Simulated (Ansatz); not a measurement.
Reaction (formal hydrolysis of a C–C bond): `B/C=C/CO` + H₂O → `B/C=C/O` + CH₃OH

Computed with Ansatz on PBE0-D4/def2-TZVP structures; ΔE is electronic, products minus reactants. CBS: MP2 limit from def2 TZ/QZ plus the TZ coupled-cluster correction, frozen cores. This one scheme is used for every species. Double bonds are as drawn, so ΔE can hold a change between cis and trans. DFT in def2-TZVPP. Each species was taken in one conformer, which may not be the lowest.

```tsv
level	ΔE (kJ/mol)
ωB97X-V	1.5
B2PLYP	1.2
```

Q: What does CCSD(T)/CBS give? (Estimate.)

A: Computed: +15.5 kJ/mol. The listed levels differ from it by -14.0, -14.3 kJ/mol.

Largest T1 diagnostic among the species: 0.013.

From PBE to PBE0 (25 % exact exchange), in def2-TZVPP and without D4, ΔE moves by +5.7 kJ/mol. The D4 term adds +4.7 kJ/mol with B3LYP and +2.7 kJ/mol with PBE0; it sums over pairs of atoms, weighted by their polarisabilities, and B3LYP, whose exchange is more repulsive, gets the larger term.

B3LYP here is the variant with VWN-RPA as its local correlation; programs differ in this.
